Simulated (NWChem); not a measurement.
System: AlH$_{2}$I; SMILES [AlH2][I]

Program: NWChem. def2 effective core potentials on I; no spin-orbit coupling. The level has its own optimisation; frequencies are unscaled.

Problem. Predict the results for PBE0/def2-SVP (core potentials). Quantities: r Al–H (Å); r Al–I (Å); highest harmonic frequency (cm⁻¹); lowest (cm⁻¹); zero-point energy (kcal/mol).

Solution. 
```yaml
r Al–H (Å): 1.581
r Al–I (Å): 2.474
highest harmonic frequency (cm⁻¹): 1978
lowest (cm⁻¹): 358
zero-point energy (kcal/mol): 8.7
```
